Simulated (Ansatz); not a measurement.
Spectroscopic constants of Ba$_{2}$, multiplicity 3 (an upper state: multiplicity 1 came lower at CCSD(T)/def2-TZVPP on PBE0 minima). No spin–orbit coupling. The T1 diagnostic near the minimum is 0.050, so single-reference values are doubtful.

Seven points along R, fitted to fifth degree in 1/R; most abundant isotopes. Runs in def2 and cc sets follow the lowest solution found near the PBE0 minimum.

Correlated levels freeze the inner cores; with def2 sets outer-core shells near the valence are correlated too.

Codes used: Ansatz (a first-principles code) with Gaussian orbitals.  In def2 rows elements past Kr take small-core potentials, without spin–orbit coupling.

Question: What bond length and harmonic frequency does PBE0/def2-TZVPP give?

Answer: r_e = 4.130 Å, ω_e = 73 cm⁻¹.

Question: What bond length and harmonic frequency does wB97X-V/def2-TZVPP give?

Answer: r_e = 4.118 Å, ω_e = 75 cm⁻¹.

Question: What bond length and harmonic frequency does CCSD(T)/def2-TZVPP give?

Answer: r_e = 4.246 Å, ω_e = 67 cm⁻¹.

Doubts at one or more of the structures used: a spin-contaminated determinant (CCSD(T)/def2-TZVPP); T1 above 0.05 (CCSD(T)/def2-TZVPP).
